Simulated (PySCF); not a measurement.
Delta-SCF ions had no search for a lower state. Excitations are Tamm–Dancoff values on a coarser integration grid. The basis has no diffuse functions, so Rydberg states are missing or too high.

**C$_{2}$H$_{2}$S, SMILES `C#CS` (charge 0, multiplicity 1)**

Computed with ωB97X-D3(BJ)/def2-TZVP // B3LYP-D3(BJ)/def2-TZVP (PySCF).

```json
{
 "HOMO": "-9.32 eV",
 "dipole_moment": "0.88 D",
 "LUMO": "1.84 eV",
 "HOMO–LUMO gap": "11.16 eV",
 "S1 excitation (TDA)": "5.05 eV",
 "S1 oscillator strength": "0.000",
 "T1 excitation (TDA)": "4.69 eV",
 "S1–T1 gap (TDA)": "0.36 eV",
 "vertical ionisation energy (Delta-SCF)": "9.46 eV",
 "total_energy": "-475.6089 Ha",
 "cost": "about 40 core-seconds (a rough figure)"
}
```

Bonded distances (Å): C1–C2 1.203, C1–H4 1.062, C2–S3 1.687, S3–H5 1.347. Angles (°): C2–C1–H4 179.3, C1–C2–S3 175.0, C2–S3–H5 97.0.
Charge 0, spin multiplicity 1.
